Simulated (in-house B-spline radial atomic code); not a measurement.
The numbers below are computed, except where a source is named.
# What the choice of pseudopotential does to G0W0 on PBE0: Pb²⁺

All numbers come from an all-electron radial atomic-structure program (B-spline basis), non-relativistic (model numbers for so heavy an element), configuration [Xe] 4f14 5d10 6s2, open shells at high spin. Semilocal Troullier-Martins pseudo-atoms, one channel per l, are made with PBE or LDA for several valence sets and radii, with or without a model core, and set against the all-electron atom. One channel fits only the lowest state of its l, so a second state of that l is approximate. All electrons give 6s: PBE0 -24.800 eV, G0W0 -28.381 eV. Potentials are made in the ion's own configuration unless the neutral atom is named, and a smooth local potential serves every l without a channel. Potentials that miss their own reference levels by more than 6 millihartree, or need radii over 3.5 bohr, are left out. Columns give pseudo minus all-electron, in eV; a dash marks a level in the core or of low weight.

```tsv
valence	made with	radii (bohr)	model core (bohr)	6s PBE0	6s G0W0
6s	PBE, neutral atom	s 2.89 p 3.40	none	-0.08	+0.32
6s	PBE, neutral atom	s 2.22 p 2.76	2.01	+0.34	+0.77
6s	PBE, neutral atom	s 2.89 p 3.40	2.01	+0.37	+0.84
5d 6s	LDA, neutral atom	s 1.78 p 2.17 d 0.85	none	-0.31	-0.85
5d 6s	PBE, neutral atom	s 2.56 p 3.18 d 1.23	none	-0.24	-0.76
5d 6s	LDA, neutral atom	s 1.78 p 2.17 d 0.85	0.94	-0.23	-0.74
5d 6s	PBE, neutral atom	s 2.00 p 2.49 d 0.96	0.94	-0.27	-0.80
5d 6s	PBE, neutral atom	s 2.56 p 3.18 d 1.23	0.94	-0.28	-0.82
5p 5d 6s	PBE	s 1.72 p 0.73 d 0.85	none	-0.48	-1.51
5p 5d 6s	LDA, neutral atom	s 2.00 p 0.82 d 0.96	none	-0.68	-1.70
5p 5d 6s	PBE, neutral atom	s 2.56 p 1.05 d 1.23	none	-0.57	-1.60
5p 5d 6s	LDA, neutral atom	s 2.89 p 1.19 d 1.39	none	-0.69	-1.92
5p 5d 6s	PBE, neutral atom	s 2.00 p 0.82 d 0.96	0.72	-0.69	-1.71
5p 5d 6s	PBE, neutral atom	s 2.56 p 1.05 d 1.23	0.72	-0.60	-1.63
```

(1) How does the G0W0 shift of 6s, which all sets hold, depend on the valence set?

## Answers

(1) Mean size: 6s: 0.64 eV; 5d 6s: 0.79 eV; 5p 5d 6s: 1.68 eV. A larger valence set can do worse when it takes only part of a shell, whose exchange with the frozen rest is then left to the functional. The means mix radii and the functional used in making the potentials.
